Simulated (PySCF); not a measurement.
**How methods differ on the excitation energy of Te**

Te [Kr] 4d10 5s2 5p4 (3P) → Te [Kr] 4d10 5s1 5p5 (3P), as a difference of total energies. Calculation: PySCF 2.14, in aug-cc-pV5Z-PP with ECP28MDF (8s8p6d4f3g2h, 139 functions); a scalar-relativistic core potential. Correlated levels: valence: 4s2 4p6 4d10 frozen. The calculations carry no spin-orbit coupling.

| method | excitation energy (eV) |
| --- | --- |
| UHF | 9.987 |
| LDA | 9.382 |
| PBE | 9.268 |
| PBE0 | 9.480 |
| r2SCAN | 9.360 |
| TPSS | 9.255 |
| M06-2X | 9.262 |
| revPBE | 9.224 |
| MP2 (valence) | 9.185 |
| SCS-MP2 (valence) | 9.083 |

**Question.** How much does correlation contribute at MP2 (valence)?

**Answer.** 9.185 − (9.987) = -0.802 eV, measured against UHF.

The upper state lies above the first ionisation limit, where it may autoionise and the basis confines it.
